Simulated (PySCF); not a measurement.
C6H9O, SMILES [CH]1CCC(=O)CC1, doublet at its GFN2-xTB optimised geometry (Å):

```
16

O     -1.4432    -2.2149     0.0001
C     -0.7933    -1.1991     0.0000
C      0.7171    -1.1991     0.0000
C      1.3107     0.0553     0.6445
C      0.7912     1.2774    -0.0051
C     -0.5384     1.2355    -0.6499
C     -1.4263     0.1722     0.0000
H      1.0738    -2.1082     0.4873
H      1.0274    -1.2462    -1.0483
H      2.4031     0.0254     0.5880
H      1.0600     0.0447     1.7177
H      1.3712     2.1818    -0.0092
H     -1.0231     2.2149    -0.5938
H     -0.4467     1.0012    -1.7229
H     -2.4031     0.1144    -0.4834
H     -1.5948     0.4362     1.0486
```

Method: PySCF 2.14.0 with unrestricted PBE0/def2-TZVP. Cells within 0.4 Å of a nucleus heavier than hydrogen are left out (blank, or x).

Map of the log10 of the electron density (e/bohr³), floored at −4 on the plane z = 0.6 Å:

```
|000000000000000000000000000|
|000000000000000000000000000|
|000000000000000000000000000|
|000000000011011222210000000|
|000000001222223344321000000|
|000000012333334555542100000|
|000000023344445666643100000|
|000000123445566777653200000|
|000001234455667887653210000|
|000013455666678887654321000|
|000124567776678888765432100|
|000235678887667899877643100|
|00124568998766789x998754200|
|0012456789876678xx999864200|
|000234577887667899988754200|
|000124567788778898776543100|
|000123456788888888765432000|
|000123567888888887654321000|
|000124578888778898653200000|
|000134678987667898653100000|
|000124678987656787642100000|
|000023567876545565432000000|
|000012456665433444321000000|
|000001234444322222210000000|
|000000122332110110000000000|
|000000001110000000000000000|
|000000000000000000000000000|
```
Scale: ten equal steps from -4.00 (start of '0') to -0.391 (end of '9'), in the order '0123456789'; x runs from -4.50 to 4.50, y from -4.50 (bottom) to 4.50 (top).
